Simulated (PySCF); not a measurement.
From one molecule to another.

First species: C6H7ClF2O.
SMILES with atom numbers: `[F:1][CH2:2][C@@H:3]1[CH:4]=[C:5]([Cl:6])[C@@H:7]([CH2:8][F:9])[O:10]1` (hydrogens: H11, H12 on C2; H13 on C3; H14 on C4; H15 on C7; H16, H17 on C8)

Cartesian coordinates in Å at the GFN2-xTB level; atoms count from 1:
```xyz
17
C6H7ClF2O angstrom
F      3.3434   -0.6860   -0.4638
C      2.3897    0.2944   -0.4263
C      1.1368   -0.2280    0.2947
C      0.3721   -1.2154   -0.5335
C     -0.8399   -0.7333   -0.7679
Cl    -2.0990   -1.4230   -1.6810
C     -1.0246    0.5881   -0.0635
C     -2.0997    0.5473    1.0379
F     -3.3423    0.7249    0.4984
O      0.2396    0.8549    0.5192
H      2.1629    0.5740   -1.4592
H      2.8072    1.1455    0.1184
H      1.4508   -0.6530    1.2602
H      0.8081   -2.1297   -0.8834
H     -1.2897    1.3943   -0.7632
H     -2.1012   -0.4118    1.5649
H     -1.9214    1.3688    1.7382
```

Second species: C₆H₇F₃Si.
InChI=1S/C6H7F3Si/c1-2-10-4-3-5(10)6(7,8)9/h1,5,10H,3-4H2/t5-,10-/m1/s1

Levels: PBE0/pcSseg-1 for dipole moment, HOMO energy, LUMO energy and HOMO–LUMO gap; GFN2-xTB for rotational constant A and rotational constant C. Geometries: GFN2-xTB. Each species is one conformer at its optimised geometry, gas phase, non-relativistic unless stated. Electronic properties by PySCF.

The conformers computed, where there is a choice (atom-mapped SMILES and torsion angles):
- `[F:1][CH2:2][C@@H:3]1[CH:4]=[C:5]([Cl:6])[C@@H:7]([CH2:8][F:9])[O:10]1`: F1–C2–C3–C4 -73°, C5–C7–C8–F9 -83°
- `[CH:1]#[C:2][Si@@H:3]1[CH2:4][CH2:5][C@@H:6]1[C:7]([F:8])([F:9])[F:10]`: C5–C6–C7–F8 69°

| property | column X | column Y |
| --- | --- | --- |
| dipole moment | 2.41 D | 1.08 D |
| HOMO energy | -8.18 eV | -7.39 eV |
| LUMO energy | -0.72 eV | -0.47 eV |
| HOMO–LUMO gap | 7.46 eV | 6.92 eV |
| rotational constant A | 1.489 GHz | 1.897 GHz |
| rotational constant C | 0.774 GHz | 0.516 GHz |

(1) Which column belongs to which species?

(2) How does each property change from the first species to the second?

Answers

(1) Column X is the second species and column Y the first. The first has 17 atoms and 86 electrons, the second 17 and 84.

(2) dipole moment +1.33 D; HOMO energy -0.79 eV; LUMO energy -0.25 eV; HOMO–LUMO gap +0.54 eV; rotational constant A -0.408 GHz; rotational constant C +0.258 GHz.

On the first: The dipole equals about 3.6 × 10⁻³⁰ C·m (1 D = 3.33564 × 10⁻³⁰ C·m).

On the second: The dipole matches unit charges of opposite sign 0.50 Å apart (1 e·Å = 4.8032 D). A dipole of 2.41 D is allowed in C1, and pure rotational transitions are dipole-allowed.
